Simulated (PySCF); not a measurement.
Geometry (Å), atoms numbered from 1 in this order:
```xyz
18

C    -2.965   -0.470   -0.006
C    -1.618    0.183   -0.192
O    -0.632   -0.710    0.278
C     0.659   -0.335    0.245
C     1.601   -1.245    0.741
C     2.941   -0.893    0.726
C     3.304    0.357    0.216
N     2.416    1.223   -0.255
C     1.127    0.894   -0.245
H    -3.764    0.195   -0.363
H    -3.019   -1.414   -0.567
H    -3.143   -0.691    1.057
H    -1.438    0.418   -1.257
H    -1.562    1.135    0.369
H     1.253   -2.205    1.127
H     3.702   -1.578    1.106
H     4.355    0.664    0.191
H     0.434    1.639   -0.646
```

Geometry: PBE0-D3(BJ)/def2-SVP; GIAO shifts from PySCF, gas phase, non-relativistic, averaged over equivalent atoms.

At CAM-B3LYP/pcSseg-1 (198 basis functions, 66 s wall time on 1 thread of an x86-64 server CPU, shared host):
```
      atoms  δ (ppm)
         C4    163.7
         C7    150.9
         C9    139.1
         C5    132.8
         C6    132.6
         C2     64.0
         C1     17.0
         O3    120.2
         N8    378.6
        H17     8.33
        H18     8.14
        H15     7.30
        H16     7.14
    H13/H14     3.71
H10/H11/H12     1.51
```

Referencing at the same level of theory: TMS for ¹³C (182.45 ppm) and ¹H (31.33 ppm); ¹⁷O (338.55 ppm) against H2O; ¹⁵N (267.29 ppm) vs NH3.

Q: Estimate the result of repeating the calculation with PBE0/pcSseg-1.

A: 
| atoms | δ at PBE0/pcSseg-1 | change |
| --- | --- | --- |
| C4 | 158.9 | -4.8 |
| C7 | 147.3 | -3.6 |
| C9 | 135.9 | -3.2 |
| C5 | 128.7 | -4.1 |
| C6 | 128.8 | -3.8 |
| C2 | 63.2 | -0.8 |
| C1 | 16.8 | -0.2 |
| O3 | 123.7 | +3.5 |
| N8 | 367.3 | -11.3 |
| H17 | 8.39 | +0.06 |
| H18 | 8.20 | +0.06 |
| H15 | 7.27 | -0.03 |
| H16 | 7.16 | +0.02 |
| H13/H14 | 3.74 | +0.03 |
| H10/H11/H12 | 1.49 | -0.02 |

Shifts are taken against calculated references (same method and geometry level): TMS for ¹³C (σ = 184.41 ppm), ¹H (σ = 31.27 ppm); ¹⁷O (σ = 334.56 ppm) vs H2O; ¹⁵N (σ = 265.67 ppm) vs NH3.

The largest change is at N8 (pyridine-type ring nitrogen). Cost: 198 basis functions, 59 s wall time on 1 thread of an x86-64 server CPU, shared host. The order of the carbon signals changes between the two levels.

Experimental scales use liquid or dissolved standards, which lie at an offset from isolated NH3 (liquid NH3: subtract about 20 ppm) and H2O (liquid H2O: subtract about 36 ppm). Unscaled 15N shifts of sp2 nitrogen come out 20 to 40 ppm too high even then.
